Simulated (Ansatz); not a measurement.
Relaxation of AlClH6O2Sn (11 atoms, charge 0, multiplicity 1), to a largest force component of 0.03 eV/Å in at most 50 steps.

All numbers below come from Ansatz 0.2.0, RKS revPBE-D4/def2-SVP.

```xyz
11
Properties=species:S:1:pos:R:3:forces:R:3
Sn 0.293 0.516 -0.584 -0.16 -0.23 -0.73
O 0.403 0.402 2.591 -0.41 0.24 0.44
H 0.171 0.192 3.521 0.04 0.01 -0.06
H 1.632 -0.134 -1.459 0.02 0.01 0.02
Cl -1.151 1.579 -2.154 0.01 0.02 -0.03
H -0.740 -0.617 0.219 0.01 -0.01 0.01
O 0.822 1.969 0.641 0.14 0.30 0.18
Al 1.930 1.688 2.001 -0.04 -0.02 0.02
H 3.166 0.686 1.771 -0.01 0.02 -0.01
H 1.933 2.811 3.150 0.00 -0.03 -0.05
H -0.339 0.963 2.231 0.40 -0.31 0.21
```

Problem. Where does it end, and by what steps?

Solution. The forces met the threshold. The force dipped under the threshold on the way, but the program's further checks kept it going. After 21 steps the energy has fallen by 0.326 eV; O7 moved furthest, 1.37 Å.

```
step  energy less start (eV)  largest force component (eV/Å)  accepted
   0                  0.0000                           0.727       yes
   1                 -0.1009                           0.240       yes
   2                 -0.1341                           0.342       yes
   3                 -0.1658                           0.554       yes
   4                 -0.2000                           0.670       yes
   5                 -0.2298                           0.706       yes
   6                 -0.2459                           0.780       yes
   7                 -0.2805                           0.313       yes
   8                 -0.2894                           0.345       yes
   9                 -0.3034                           0.205       yes
  10                 -0.3108                           0.126       yes
  11                 -0.3090                           0.393        no
  12                 -0.3158                           0.055       yes
  13                 -0.3182                           0.100       yes
  14                 -0.3199                           0.082       yes
  15                 -0.3217                           0.058       yes
  16                 -0.3225                           0.139       yes
  17                 -0.3236                           0.077       yes
  18                 -0.3248                           0.059       yes
  19                 -0.3254                           0.025       yes
  20                 -0.3257                           0.051       yes
  21                 -0.3259                           0.026       yes
```

```xyz
11
Properties=species:S:1:pos:R:3
Sn 0.216 0.357 -0.967
O 0.585 0.668 3.476
H 0.079 1.365 3.938
H 1.677 0.168 -1.870
Cl -0.838 2.347 -1.759
H -0.957 -0.906 -1.045
O 0.617 0.654 0.951
Al 1.827 1.412 2.032
H 3.229 0.644 2.156
H 1.694 2.997 2.279
H -0.007 0.351 2.736
```

Whether the end is a true minimum wasn't checked by a vibrational analysis.

Run time: 32 s on 4 threads of Arm Neoverse V2, on a shared host, peak memory 0.18 GiB.
